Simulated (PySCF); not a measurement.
A structure optimised at PBE0-D3(BJ)/def2-TZVP, used in a PySCF frequency run:

```xyz
3

Cd     0.0000     0.0000    -0.8275
Cl     0.0000     0.0000    -3.1047
I      0.0000     0.0000     1.7453
```

Q: Write its SMILES, formula and point group.

A: [Cl][Cd][I], CdClI, C∞v

Q: What are its rotational constants (standard atomic weights)?

A: 0.62858 GHz (linear rotor, B only)
